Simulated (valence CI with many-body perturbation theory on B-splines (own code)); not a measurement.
The numbers below are computed, except where a source is named.
## From CI to CI+MBPT in Er52+

Level of theory: configuration interaction combined with many-body perturbation theory (CI+MBPT): six valence electrons over a frozen Dirac-Fock core [Ne], a basis of 9 s, 9 p, 8 d, 6 f, 3 g, 1 h functions for each j, with the one-electron correlation potential Σ1, the two-electron term Σ2, the three-electron term Σ3, Breit, model QED; selected CI, second order for the rest, scaled by the run's own slope (own B-spline code, finite nucleus).

No measured spectrum was set against this ion. As an estimate, large intervals hold to a few tenths of a per cent, small ones and those within an open d or f shell to about a per cent. Among the levels kept, up to 1000 cm⁻¹ of a level comes from second order outside the variational space, and about a tenth of that is noise between levels of different J, which matters for small intervals.

Each rung adds one term. CI alone is the Dirac-Coulomb CI over the frozen core; QED comes last and gives the full result, which names the levels. Energies are above (3s^2 3p1/2^2 3p3/2^2) J=2 on the same rung, in eV.

Levels are named by their leading jj configuration (3d3/2^4 stands for four electrons in 3d with j = 3/2), which in mixed levels can hold well under half, so a name can repeat and another be missing. Letters in brackets count levels of one name in rising energy.

```tsv
Level	CI alone
(3s^2 3p1/2^2 3p3/2^2) J=0	17.37
(3s^2 3p1/2^2 3p3/2 3d3/2) J=2	212.26
(3s^2 3p1/2^2 3p3/2 3d3/2) J=1	219.43
(3s^2 3p1/2^2 3p3/2 3d3/2) J=0	219.43
(3s^2 3p1/2^2 3p3/2 3d3/2) J=3	220.61
(3s^2 3p1/2 3p3/2^3) J=1	232.56
(3s^2 3p1/2 3p3/2^3) J=2	241.79
(3s^2 3p1/2^2 3p3/2 3d5/2) J=4	271.72
(3s^2 3p1/2^2 3p3/2 3d5/2) J=2	276.13
(3s^2 3p1/2^2 3p3/2 3d5/2) J=3	294.78
(3s^2 3p1/2^2 3p3/2 3d5/2) J=1	303.93
(3s 3p1/2^2 3p3/2^3) J=2	395.62
(3s 3p1/2^2 3p3/2^3) J=1	414.67
(3s^2 3p1/2^2 3d3/2^2) J=2	433.20
(3s^2 3p1/2 3p3/2^2 3d3/2) J=2 [a]	436.74
(3s^2 3p1/2 3p3/2^2 3d3/2) J=0	437.65
```

(1) What do these energies become with core correlation, Breit and QED?

(2) How does the ionisation energy move along the ladder, and which term matters most?

Answers

(1) (3s^2 3p1/2^2 3p3/2^2) J=0 17.64 (+0.267); (3s^2 3p1/2^2 3p3/2 3d3/2) J=2 210.27 (-1.989); (3s^2 3p1/2^2 3p3/2 3d3/2) J=1 217.47 (-1.951); (3s^2 3p1/2^2 3p3/2 3d3/2) J=0 217.94 (-1.488); (3s^2 3p1/2^2 3p3/2 3d3/2) J=3 218.21 (-2.406); (3s^2 3p1/2 3p3/2^3) J=1 230.52 (-2.047); (3s^2 3p1/2 3p3/2^3) J=2 239.32 (-2.468); (3s^2 3p1/2^2 3p3/2 3d5/2) J=4 268.06 (-3.663); (3s^2 3p1/2^2 3p3/2 3d5/2) J=2 272.66 (-3.462); (3s^2 3p1/2^2 3p3/2 3d5/2) J=3 290.82 (-3.964); (3s^2 3p1/2^2 3p3/2 3d5/2) J=1 300.53 (-3.400); (3s 3p1/2^2 3p3/2^3) J=2 392.27 (-3.354); (3s 3p1/2^2 3p3/2^3) J=1 411.29 (-3.383); (3s^2 3p1/2^2 3d3/2^2) J=2 429.22 (-3.981); (3s^2 3p1/2 3p3/2^2 3d3/2) J=2 [a] 432.41 (-4.323); (3s^2 3p1/2 3p3/2^2 3d3/2) J=0 433.51 (-4.149).

(2) CI alone 4873.2, + Σ1 4874.1, + Σ2 4874.3, + Σ3 4873.6, + Breit 4869.7, + QED 4869.3 eV. The largest step is Breit, -3.9 eV. NIST lists 4866 ± 4 eV (theoretical).
